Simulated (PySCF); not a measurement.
Record of a relaxation.

Species: CH₅F₃GeSi.
Numbering: `[F:1][C:2]([F:3])([F:4])[GeH2:5][SiH3:6]` (hydrogens: H7, H8 on Ge5; H9, H10, H11 on Si6)

Method: PBE0-D3(BJ)/def2-SVP geometry optimisation, gas phase (PySCF 2.14.0); density fitting, grid level 1; the optimiser is geomeTRIC in internal coordinates, started from a GFN2-xTB structure with every atom displaced at random (about 0.01 Å). 9 of its 13 geometries are shown. The frame can shift and turn from step to step; on so coarse a grid that alone can change the energy by a few meV, and forces under 0.02 eV/Å are noise.

Step 0: E = -73628.7597 eV, largest atomic force 1.479 eV/Å
```
atom  x, y, z in Å  |  force x, y, z in eV/Å
F1      2.841   -0.414    0.271   -1.216   0.126  -0.023
C2      1.553   -0.118    0.634    1.216   0.222   0.813
F3      1.239   -0.979    1.624   -0.033   0.190  -0.295
F4      1.621    1.114    1.202   -0.285  -0.541  -0.385
Ge5     0.235   -0.220   -0.880    0.804   0.238   0.560
Si6    -1.910    0.298   -0.029    0.382  -0.351   0.040
H7      0.908    0.697   -1.874   -0.118   0.563  -0.390
H8      0.555   -1.585   -1.413   -0.264  -0.790  -0.203
H9     -2.248   -0.679    1.024   -0.043  -0.219   0.180
H10    -1.884    1.641    0.544    0.045   0.573   0.191
H11    -2.873    0.218   -1.120   -0.487  -0.010  -0.488
```

Step 2: E = -73628.9321 eV, largest atomic force 0.239 eV/Å
```
atom  x, y, z in Å  |  force x, y, z in eV/Å
F1      2.829   -0.270    0.449    0.081  -0.025  -0.115
C2      1.536   -0.075    0.708   -0.074   0.081   0.111
F3      1.194   -0.940    1.675   -0.063  -0.001  -0.029
F4      1.419    1.161    1.225   -0.001  -0.040   0.000
Ge5     0.337   -0.252   -0.893    0.238  -0.027  -0.002
Si6    -1.844    0.236   -0.085   -0.020  -0.014  -0.021
H7      0.876    0.757   -1.920   -0.063   0.042   0.014
H8      0.548   -1.667   -1.457   -0.079  -0.021   0.053
H9     -2.188   -0.751    0.980   -0.009   0.001  -0.003
H10    -1.821    1.613    0.490   -0.014   0.005   0.000
H11    -2.849    0.163   -1.186    0.005  -0.001  -0.008
```

Step 3: E = -73628.9397 eV, largest atomic force 0.162 eV/Å
```
atom  x, y, z in Å  |  force x, y, z in eV/Å
F1      2.837   -0.289    0.428    0.005  -0.006   0.019
C2      1.550   -0.072    0.718   -0.014   0.098   0.061
F3      1.202   -0.943    1.677    0.024   0.029  -0.017
F4      1.463    1.161    1.251    0.015  -0.149  -0.062
Ge5     0.350   -0.242   -0.873   -0.042   0.052  -0.001
Si6    -1.850    0.237   -0.098    0.021  -0.008  -0.001
H7      0.858    0.771   -1.909    0.005   0.028  -0.013
H8      0.521   -1.664   -1.423    0.004  -0.053   0.016
H9     -2.207   -0.749    0.965   -0.013   0.014  -0.009
H10    -1.853    1.617    0.469   -0.021  -0.005   0.002
H11    -2.834    0.148   -1.219    0.018  -0.001   0.005
```

Step 4: E = -73628.9412 eV, largest atomic force 0.065 eV/Å
```
atom  x, y, z in Å  |  force x, y, z in eV/Å
F1      2.842   -0.300    0.423    0.013  -0.013  -0.008
C2      1.558   -0.073    0.720    0.025   0.045   0.039
F3      1.211   -0.943    1.680   -0.007  -0.014   0.001
F4      1.486    1.155    1.256   -0.009  -0.036  -0.038
Ge5     0.350   -0.236   -0.867   -0.053   0.028  -0.005
Si6    -1.854    0.240   -0.102    0.022   0.000   0.010
H7      0.853    0.777   -1.906    0.010  -0.002   0.001
H8      0.512   -1.665   -1.407    0.011  -0.012   0.008
H9     -2.221   -0.745    0.958   -0.008   0.005  -0.003
H10    -1.875    1.621    0.462   -0.012  -0.001   0.001
H11    -2.825    0.144   -1.233    0.009  -0.001  -0.006
```

Step 6: E = -73628.9421 eV, largest atomic force 0.033 eV/Å
```
atom  x, y, z in Å  |  force x, y, z in eV/Å
F1      2.847   -0.325    0.411   -0.009  -0.003  -0.001
C2      1.569   -0.079    0.721    0.005  -0.023  -0.022
F3      1.218   -0.943    1.685   -0.002  -0.002   0.007
F4      1.516    1.150    1.252    0.004   0.027   0.011
Ge5     0.346   -0.231   -0.857   -0.004  -0.004   0.013
Si6    -1.859    0.248   -0.103   -0.003   0.004   0.004
H7      0.854    0.777   -1.900    0.003  -0.007  -0.002
H8      0.499   -1.665   -1.388    0.001   0.006  -0.006
H9     -2.243   -0.735    0.952    0.001   0.000   0.000
H10    -1.898    1.630    0.460    0.004   0.002  -0.001
H11    -2.812    0.148   -1.249    0.000   0.002  -0.002
```

Step 8: E = -73628.9421 eV, largest atomic force 0.056 eV/Å
```
atom  x, y, z in Å  |  force x, y, z in eV/Å
F1      2.844   -0.404    0.380   -0.007  -0.006  -0.001
C2      1.583   -0.105    0.714   -0.029  -0.010   0.024
F3      1.221   -0.942    1.698    0.010   0.011  -0.014
F4      1.588    1.133    1.227    0.008   0.001   0.001
Ge5     0.331   -0.232   -0.841    0.052  -0.019  -0.009
Si6    -1.867    0.283   -0.093   -0.021  -0.001  -0.019
H7      0.860    0.755   -1.893   -0.015   0.010  -0.001
H8      0.454   -1.669   -1.372   -0.011  -0.004  -0.002
H9     -2.279   -0.703    0.948    0.006   0.004   0.004
H10    -1.901    1.663    0.474    0.015   0.005   0.002
H11    -2.798    0.196   -1.258   -0.007   0.009   0.015
```

Step 9: E = -73628.9420 eV, largest atomic force 0.067 eV/Å
```
atom  x, y, z in Å  |  force x, y, z in eV/Å
F1      2.838   -0.447    0.368    0.001  -0.006   0.001
C2      1.586   -0.122    0.709   -0.037   0.010   0.045
F3      1.216   -0.944    1.703    0.010   0.011  -0.020
F4      1.617    1.120    1.213    0.007  -0.019  -0.007
Ge5     0.323   -0.236   -0.838    0.060  -0.020  -0.024
Si6    -1.866    0.304   -0.087   -0.019  -0.004  -0.024
H7      0.864    0.742   -1.893   -0.018   0.016   0.001
H8      0.430   -1.673   -1.371   -0.014  -0.010   0.004
H9     -2.288   -0.682    0.951    0.005   0.006   0.005
H10    -1.885    1.682    0.483    0.015   0.005   0.003
H11    -2.797    0.229   -1.254   -0.008   0.011   0.017
```

Step 10: E = -73628.9423 eV, largest atomic force 0.055 eV/Å
```
atom  x, y, z in Å  |  force x, y, z in eV/Å
F1      2.836   -0.447    0.371    0.007  -0.007  -0.001
C2      1.583   -0.123    0.709   -0.027   0.017   0.037
F3      1.212   -0.944    1.702    0.003   0.004  -0.013
F4      1.614    1.120    1.213    0.004  -0.020  -0.010
Ge5     0.324   -0.237   -0.840    0.045  -0.018  -0.025
Si6    -1.864    0.304   -0.087   -0.014  -0.003  -0.021
H7      0.864    0.741   -1.896   -0.015   0.015   0.004
H8      0.430   -1.674   -1.374   -0.012  -0.008   0.006
H9     -2.284   -0.681    0.952    0.004   0.008   0.006
H10    -1.878    1.683    0.484    0.012   0.004   0.004
H11    -2.800    0.233   -1.249   -0.007   0.010   0.013
```

Step 12: E = -73628.9430 eV, largest atomic force 0.022 eV/Å
```
atom  x, y, z in Å  |  force x, y, z in eV/Å
F1      2.829   -0.458    0.380    0.002  -0.004   0.002
C2      1.575   -0.130    0.707    0.005   0.010  -0.005
F3      1.194   -0.950    1.698   -0.007  -0.009   0.005
F4      1.604    1.112    1.211    0.001  -0.006  -0.003
Ge5     0.326   -0.243   -0.851    0.004  -0.011  -0.018
Si6    -1.856    0.312   -0.085   -0.003  -0.001  -0.010
H7      0.865    0.737   -1.905   -0.003   0.008   0.008
H8      0.426   -1.680   -1.385   -0.004  -0.003   0.008
H9     -2.271   -0.670    0.959    0.002   0.009   0.006
H10    -1.845    1.690    0.488    0.004   0.002   0.005
H11    -2.810    0.254   -1.232   -0.001   0.007   0.002
```

Question: Summarise the path.

Answer: The energy falls by 4.23 kcal/mol from step 0 to step 12; nine tenths of that is first reached at step 2. It never rises by more than 0.2 meV. The largest force goes from 1.479 to 0.022 eV/Å. Among the bonds Ge5–H8 changes most (a near tie, within 0.001 Å, with another), from 1.500 to 1.537 Å; the atoms move by 0.075 Å rms after alignment.

Question: Follow the three bonds and two angles with the largest change from start to end.

Answer: 
```tsv
step	E above end (kcal/mol)	largest force (eV/Å)	Ge5–H8 (Å)	Si6–H11 (Å)	F1–C2 (Å)	Si6–Ge5–H8 (°)	Si6–Ge5–H7 (°)
0	4.23	1.479	1.500	1.457	1.371	121.4	120.5
1	0.67	0.561	1.545	1.490	1.333	118.0	115.6
2	0.25	0.239	1.537	1.493	1.334	116.1	114.5
3	0.08	0.162	1.534	1.494	1.337	114.0	113.1
4	0.04	0.065	1.536	1.493	1.337	113.3	112.8
5	0.03	0.031	1.537	1.493	1.338	113.0	112.8
6	0.02	0.033	1.537	1.493	1.338	113.0	112.9
7	0.02	0.026	1.537	1.494	1.338	112.8	113.0
8	0.02	0.056	1.537	1.494	1.338	112.7	113.2
9	0.02	0.067	1.537	1.494	1.337	112.7	113.4
10	0.02	0.055	1.537	1.494	1.337	112.7	113.3
11	0.01	0.039	1.537	1.494	1.337	112.8	113.3
12	0.00	0.022	1.537	1.493	1.338	112.9	113.2
```

The cost below is that of the whole optimisation. Hardware: one thread of an Arm Neoverse V1, no GPU, shared host with 32 logical CPUs at a one-minute load of 31. Cost: 2.0 min wall, 0.53 GiB resident at most.
